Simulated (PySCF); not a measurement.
# How the method moves the HOMO and LUMO of `C#C/C=C\B(O)O`

Compound: C4H5BO2.
Structure used (PBE0-D3(BJ)/def2-SVP), in Å, numbered top down from 1:
```xyz
12
C4H5BO2 angstrom
C      2.2910   -0.5907    1.2801
C      1.5841    0.2458    0.7506
C      0.7712    1.2403    0.1320
C     -0.4755    1.0282   -0.3389
B     -1.2598   -0.3354   -0.2979
O     -2.5188   -0.3345   -0.8101
O     -0.7547   -1.4885    0.2122
H      2.9250   -1.3206    1.7498
H      1.2346    2.2321    0.0574
H     -0.9798    1.8905   -0.7883
H     -2.9213   -1.2080   -0.7459
H      0.1442   -1.3875    0.5546
```

Basis pcSseg-1 throughout (PySCF), one geometry. Geometry: PBE0-D3(BJ)/def2-SVP, one conformer, isolated molecule.

How do the orbital energies, the gap and the dipole change with the method?

```tsv
method	kind	HOMO (eV)	LUMO (eV)	gap (eV)	μ (D)	SCF cycles
BLYP	GGA	-6.26	-2.38	3.88	1.36	17
OPBE	GGA	-6.43	-2.48	3.95	1.32	17
PBE	GGA	-6.46	-2.56	3.89	1.35	17
B97-2	global hybrid	-7.28	-1.74	5.54	1.42	14
mPW1PW91	global hybrid	-7.55	-1.73	5.83	1.44	14
wB97X-D	range-separated hybrid	-9.31	0.04	9.35	1.44	14
LC-wPBE	range-separated hybrid	-10.12	0.49	10.61	1.44	15
```

The HOMO spans 3.86 eV, from BLYP down to LC-wPBE, and the gap runs from 3.88 eV (BLYP) to 10.61 eV (LC-wPBE). Over the methods BLYP (0 %), OPBE (0 %), PBE (0 %), B97-2 (21 %), mPW1PW91 (25 %), a straight line through the gap against the share of exact exchange rises by 0.77 eV for each 10 % (correlation coefficient 1.000). The dipole ranges from 1.32 D (OPBE) to 1.44 D (wB97X-D). This basis has no diffuse functions.
